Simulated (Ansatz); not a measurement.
ClH₃O₂SZr (`[OH][Zr]([OH])([SH])[Cl]`), relaxed with RKS PBE0-D4/def2-TZVP in the Gaussian-basis code of Ansatz from a GFN2-xTB geometry. The force threshold is 0.005 eV/Å; the program also tests the step.

Total charge 0; spin multiplicity 1. Zr: def2 effective core potential.

Start:

```xyz
8

O     0.534   -0.330    1.725
Zr    0.428    0.154   -0.055
O     0.835   -1.133   -1.313
S    -2.002    0.381   -0.335
Cl    1.052    2.308   -0.507
H     0.344   -1.042    2.343
H     0.727   -2.060   -1.546
H    -1.919    1.722   -0.313
```

(1) By how much does the energy fall, and how many steps does the optimiser take? (Estimate.)

(2) Which bonds change most? (Estimate.)

(3) Give the relaxed structure. (Best estimate.)

## Answers

(1) The calculation gave: 46.87 kJ/mol, in 22 steps, 5 of them rejected.

(2) Computed: Zr2–Cl5 from 2.287 to 2.365 Å; O1–Zr2 from 1.848 to 1.900 Å; Zr2–O3 from 1.846 to 1.896 Å; O1–H6 from 0.962 to 0.953 Å.

(3) The calculation gave: 
```xyz
8

O     0.291   -0.265    1.669
Zr    0.229    0.159   -0.182
O     0.744   -1.264   -1.325
S    -2.099    0.663   -0.772
Cl    1.611    2.040   -0.558
H     0.419   -0.624    2.543
H     1.090   -2.037   -1.762
H    -2.285    1.327    0.386
```
